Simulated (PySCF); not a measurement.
Vertical excitations of a molecule CH₆ClFSi₂ from TDA-M06-2X/def2-SVPD (PySCF 2.14.0), as energy in eV (oscillator strength): 8.05 (0.017), 8.21 (0.011), 8.31 (0.052), 8.68 (0.001), 8.76 (0.022), 8.77 (0.017), 8.93 (0.251), 8.95 (0.055), 9.00 (0.068), 9.02 (0.077). Lowest triplet (TDA): 7.74 eV. Coordinates come from a PBE0-D3(BJ)/def2-SVP optimisation. One conformer was computed; it need not be the lowest.

Question: Identify the compound among the candidates.
(A) C[SiH2][Si@@H](F)Cl
(B) C[Si@@H](Cl)[SiH2]F
(C) C[Si@H](F)[SiH2]Cl
(D) F[Si@H](Cl)C[SiH3]

Answer: D, F[Si@H](Cl)C[SiH3]
